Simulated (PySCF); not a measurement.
CH₅FOSi₂, SMILES [Si@@H]1(CO[SiH2]1)F.

Geometry optimised at PBE-D3(BJ)/def2-SVP. The structure was generated by enumeration; whether it is a known compound was not checked.

Computed with SMD-B3LYP/def2-SVP in PySCF.

Solvation free energies are E(SMD) − E(gas) at the gas-phase geometry, for 1 M in both phases. In vacuum the dipole moment is 0.70 D.

```tsv
solvent	ΔG(solv) (kcal/mol)	its non-electrostatic (CDS) part	dipole (D)
water	-1.3	3.4	0.96
1-octanol	-3.0	0.8	0.90
cyclohexanone	[?]	[?]	[?]
```

Question: What belongs in the gaps? (The exact figures need the calculation; the answer reports its results.)

Answer: 
- cyclohexanone, ΔG(solv) (kcal/mol): -2.6
- cyclohexanone, its non-electrostatic (CDS) part: 0.3
- cyclohexanone, dipole (D): 0.84
